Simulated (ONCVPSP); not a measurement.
**Co (Z = 27): variants of one ONCV potential**

Base potential:

| Quantity | Value |
| --- | --- |
| Element | cobalt |
| Generator | ONCVPSP 4.0.1 |
| Type | optimised norm-conserving Vanderbilt (ONCV) |
| Functional | PBEsol |
| Relativity | scalar-relativistic |
| Frozen core | [Ne] |
| Valence charge | 17 |
| Reference configuration | 3s2 3p6 3d7 4s1.5 4p0.5 |
| Partial waves | 3s+4s: rc 1.55 bohr, ncon 4, nbas 8, qcut 7.4 1/bohr, 2 projectors; 3p+4p: rc 1.25 bohr, ncon 3, nbas 7, qcut 8.9 1/bohr, 3 projectors, debl 0.5 Ha; 3d: rc 0.95 bohr, ncon 4, nbas 8, qcut 13.1 1/bohr, 2 projectors, debl 0.6 Ha |
| Local potential | polynomial inside 0.60 bohr (lpopt 5, dvloc0 0 Ha) |
| Core correction | Teter function, fcfact 5, rcfact 1.7 |

All-electron outer shells of the reference configuration (PBEsol, scalar-relativistic, ld1.x):

```csv
shell,level (eV),outermost node (bohr),outermost maximum (bohr)
2s,-898.99,0.08,0.21
2p,-770.38,–,0.17
3s,-103.11,0.31,0.66
3p,-66.48,0.28,0.68
3d,-9.17,–,0.66
4s,-6.10,0.96,2.29
4p,-1.72,1.05,3.13
```

Cutoffs, loose and tight: the cutoffs (Ha) at which the residual kinetic energy of the hardest occupied pseudo-wave falls to 1 and 0.1 mHa per electron. They do not see the model core or the augmentation charge, which bear on the density cutoff. Test errors are all-electron minus pseudo excitation energies from the reference, over the configurations 3s2 3p6 3d7 4s2 4p0; 3s2 3p6 3d7 4s1 4p0; 3s2 3p6 3d7 4s0 4p0; 3s1 3p6 3d7 4s2 4p0. A dash means not determined; rows that change the core or the reference have their own tests.

```csv
change,outcome,"cutoff, loose","cutoff, tight",bound ghosts,GHOST(+) flags above zero,largest test error (meV)
base,generated,82 Ha,226 Ha,none,s,-288
"core correction Teter function, fcfact 1.75, rcfact 1.05",generated,82 Ha,226 Ha,none,s,-272
p: nbas 6,generated,82 Ha,226 Ha,none,s,-288
"core correction Teter function, fcfact 5, rcfact 2.06",generated,82 Ha,226 Ha,none,s,-291
"local potential polynomial inside 0.85 bohr (lpopt 3, dvloc0 0 Ha)",generated,82 Ha,226 Ha,none,p,-294
```

Question: What comes out with this change to the base: s: qcut 8.7; p: qcut 10.5; d: qcut 15.4?

Answer: outcome: generated; cutoff, loose: 96 Ha; cutoff, tight: 108 Ha; bound ghosts: none; GHOST(+) flags above zero: s; largest test error (meV): -245.

Question: What comes out with this change to the base: d: rc 1.24?

Answer: outcome: generated; cutoff, loose: 65 Ha; cutoff, tight: 73 Ha; bound ghosts: none; GHOST(+) flags above zero: s; largest test error (meV): -370.

Question: What comes out with this change to the base: core [Ne] 3s2, valence charge 15; reference 3p6 3d7; waves now s scattering state at 0.27 Ha: rc 1.65 bohr, ncon 4, nbas 8, qcut 4.5 1/bohr, 2 projectors, debl 1.9 Ha; 3p: rc 1.05 bohr, ncon 4, nbas 7, qcut 13.2 1/bohr, 2 projectors, debl 2.3 Ha; 3d: rc 1.70 bohr, ncon 5, nbas 10, qcut 8.8 1/bohr, 2 projectors, debl 3.1 Ha; local potential polynomial inside 0.85 bohr (lpopt 5, dvloc0 0 Ha)?

Answer: outcome: generated, projector energies reset by the program; cutoff, loose: 36 Ha; cutoff, tight: 44 Ha; bound ghosts: none; GHOST(+) flags above zero: none; largest test error (meV): +109.
